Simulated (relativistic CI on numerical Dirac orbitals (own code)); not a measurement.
## Mn⁴⁺ in a cubic cluster: 1s photoemission with charge transfer

Computed with a charge-transfer multiplet model of a cubic metal-ligand cluster with up to 2 ligand holes, Slater and spin-orbit integrals from Dirac-Coulomb-Breit ions, Slater integrals scaled by 0.8. The ground state mixes d3 with configurations of k ligand holes L, whose averages lie at kΔ + k(k − 1)U_dd/2; a core hole lowers each added d electron by U_cd. 300 K, Lorentzian 1.1 eV and Gaussian 0.6 eV FWHM.

Atomic integrals in eV (Slater integrals scaled, ζ unscaled), ground: F2dd 9.878, F4dd 6.215, zeta_d 0.050; with the core hole: F2dd 11.163, F4dd 7.049, zeta_d 0.073, G2cd 0.062.

Cluster parameters (eV): Δ = -1.6, U_cd = 7.8, 10Dq = 1.65, 10Dq(ligand) = 1.1, V(eg) = 1.35, V(t2g) = -0.74, final-state hopping factor = 0.9.

```csv
Case,n_d,d3,d4L,d5L2,S
U_dd = 5.3 eV,4.05,0.16,0.64,0.20,1.50
U_dd = 6.7 eV,3.96,0.18,0.68,0.14,1.50
U_dd = 7.4 eV,3.93,0.19,0.69,0.12,1.50
```

Weights, n_d and S are thermal averages at 300 K. Binding energies count from the first peak over 30 % of the highest in each spectrum, which can be another peak from case to case. The parameters are a model scan and need not match a compound or its usual spin state. Peaks in eV (height, largest 100):
- U_dd = 5.3 eV: 0.0 (100), 3.5 (73), 7.3 (27), 8.8 (41), 11.3 (14), 18.6 (11)
- U_dd = 6.7 eV: 0.0 (100), 3.4 (85), 7.1 (32), 8.4 (25), 10.6 (14), 17.5 (13)
- U_dd = 7.4 eV: 0.0 (100), 3.2 (86), 7.0 (28), 10.2 (13), 16.9 (13)

For the case U_dd = 6.7 eV, Δ = -1.6 eV is smaller than U_dd = 6.7 eV, the charge-transfer side of the Zaanen-Sawatzky-Allen scheme (negative Δ: between configuration averages a ligand hole costs less than the nominal valence; multiplet and field energies can change this for the lowest states). With the core hole the average of the configuration with one ligand hole lies at Δ − U_cd = -9.4 eV before mixing: it lies below the unscreened one, so the lowest final states are mostly screened and the unscreened weight appears at higher binding energy as a satellite.

With at most 2 ligand holes the space is cut while the next configuration still counts, so covalency is underestimated, and a final configuration with one more ligand hole, which can lie low, is missing from the spectra.
